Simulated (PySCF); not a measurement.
## HgF₂: adding exact exchange

Base calculation in PySCF with density fitting and no spin–orbit coupling, PBE/def2-TZVP (scalar-relativistic core potentials): singlet, D∞h, Hg–F 1.941 Å (×2); wavenumbers 172 (×2), 547, 623 cm⁻¹; gap between the highest occupied and lowest empty levels 4.66 eV, polar-tensor charge of Hg 1.01 e, atomisation energy (no zero-point energy) 566 kJ/mol.

Q: What changes on going to PBE0/def2-TZVP (scalar-relativistic core potentials)?

A: The point group stays the same. Changes: mean bond to Hg -0.023 Å, highest wavenumber +34 cm⁻¹, lowest wavenumber +7 cm⁻¹, gap between the highest occupied and lowest empty levels +3.21 eV, polar-tensor charge of Hg +0.11 e, atomisation energy (no zero-point energy) -60 kJ/mol. The new structure has Hg–F 1.918 Å (×2), with wavenumbers 179 (×2), 582, 657 cm⁻¹. Exact exchange shortens and stiffens the bonds and opens the gap, the usual pattern.

Spin–orbit coupling can matter for HgF₂ and is left out. The structures come from searches over a few start shapes, so lower isomers are not excluded.
